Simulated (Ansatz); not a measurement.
Input for Ansatz (a quantum-chemistry and plane-wave program): R-wB97M-V/def2-TZVPP on BeH2O (SMILES [BeH][OH]), atoms moved off the minimum.

Ansatz 0.2 input:
```yaml
crystal:
  periodic: [false, false, false]
  atoms:
    - {symbol: Be, position_ang: [-0.71116066, -0.36941664, 0.10522307]}
    - {symbol: H, position_ang: [-1.92371938, -0.94995870, 0.05890006]}
    - {symbol: O, position_ang: [0.50246007, 0.24596304, 0.00055068]}
    - {symbol: H, position_ang: [1.04395757, 0.81394131, 0.42321866]}
basis:
  gaussian:
    orbitals: def2-TZVPP
hamiltonian:
  xc: {name: wB97M-V}
scf: {lower_state_search: off}
output: {forces: true}
```

It printed:

```
WARN ansatz: RAYON_NUM_THREADS=1 ignored (pool sized by the plan → 1); use --threads N
Functional definition: wB97M-V
these checks for a lower state are left out or cut short: stability, starts, cluster_reference, orbital_swaps, neighbouring_geometries, increment
integrals: 0.02 GiB planned
410 factors; their error is unknown
integrals: 0.05 GiB planned
132 factors; integrals over basis functions are off by at most 3.3e-5 eV
mean field: 0.20 GiB planned
mean field evaluation 1: about -2477.4701 eV, gradient 5.3e1 eV
mean field evaluation 2: about -2475.6448 eV, gradient 6.4e1 eV
mean field evaluation 4: about -2482.0938 eV, gradient 5.4e-1 eV
mean field evaluation 8: about -2482.0981 eV, gradient 1.1e-1 eV
mean field evaluation 16: about -2482.0981 eV, gradient 4.3e-6 eV
mean field -2482.09807746 eV, -91.2154219202 hartree, gradient 4.3e-6 eV, S^2 0.000000; 0 other end points of the search recorded, 0 dependent functions left out
the calculation of the forces begins
reference -2482.09813685 eV, -91.2154241027 hartree; 7, 7 occupied and 71, 71 virtual orbitals, 410 factors
Total energy: -2482.09813685 eV, -91.2154241027 hartree
Atom 0 at    -0.711161    -0.369417     0.105223 Å, force    -1.651699    -0.773893    -0.120076 eV/Å
Atom 1 at    -1.923719    -0.949959     0.058900 Å, force     0.284698     0.087203     0.093859 eV/Å
Atom 2 at     0.502460     0.245963     0.000551 Å, force    -1.108752    -1.814661    -1.769064 eV/Å
Atom 3 at     1.043958     0.813941     0.423219 Å, force     2.475752     2.501351     1.795281 eV/Å
Dipole moment:     0.224379     0.200939     0.195350 e Å
Checks for a lower state left out: stability, starts, cluster_reference, orbital_swaps, neighbouring_geometries, increment
```

The calculation finished and met its thresholds.

Cost: around 1.6 core-seconds (rough).
